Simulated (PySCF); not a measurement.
Write Cartesian coordinates for `FC(F)(F)[C@@H]1CCC[O+]1[AlH3-]` as optimised with PBE0-D3(BJ)/def2-SVP.

```xyz
20
C5H10AlF3O angstrom
F     -0.8376   -2.5613   -0.7849
C     -1.4585   -1.4339   -0.4703
F     -2.5854   -1.7360    0.1761
F     -1.7892   -0.8142   -1.6089
C     -0.5927   -0.5426    0.4051
C     -1.2591    0.7945    0.7530
C     -0.2093    1.8361    0.3611
C      0.5342    1.1516   -0.7639
O      0.5942   -0.2200   -0.3237
Al     2.3767   -1.0844    0.0479
H     -0.2894   -1.1333    1.2820
H     -2.1815    0.9258    0.1694
H     -1.5278    0.8411    1.8157
H      0.4831    2.0250    1.1956
H     -0.6499    2.7948    0.0556
H      1.5687    1.4910   -0.9049
H     -0.0059    1.1878   -1.7224
H      3.1061    0.2323    0.6194
H      2.8259   -1.5868   -1.4008
H      1.8499   -2.1529    1.1225
```

Any rigid rotation of these coordinates is as good. Atoms count from 1 in this order. Al10 (aluminium bonded to O and 3 H) has angles from 96.6° to 119.4°. O9 (oxygen bonded to Al and 2 C) has angles 122.9°, 120.1° and 109.6°, sum 352.6°, 0.25 Å off the plane of its three neighbours. Of the pairs four or more bonds apart, F4···H12 is among the closest relative to their van der Waals radii: 2.52 Å, 94 % of the sum of Bondi's values. The 5-membered ring C5–C6–C7–C8–O9 has internal angles of 102.7° to 109.6° (sum 525°, against 540° for a flat polygon); it is puckered, 0.16 Å rms from its mean plane, widest ring torsion 38°.

Bonds between heavy atoms (Å): F1–C2 1.325, C2–F3 1.334, C2–F4 1.338, C2–C5 1.520, C5–C6 1.534, C6–C7 1.530, C7–C8 1.512, C8–O9 1.442, O9–Al10 2.016, C5–O9 1.430.

Computed, not measured: PySCF, PBE0-D3(BJ)/def2-SVP geometry optimisation, gas phase.

Point group: C1 (no symmetry element, even within 0.4 Å). No PBE0-D3(BJ)/def2-SVP frequencies stand behind this structure, so it isn't proved a minimum. One conformer, not necessarily the lowest (C2–C5–C6–C7 -128°, C5–C6–C7–C8 29°, C6–C7–C8–O9 -38°, C7–C8–O9–Al10 -117°).
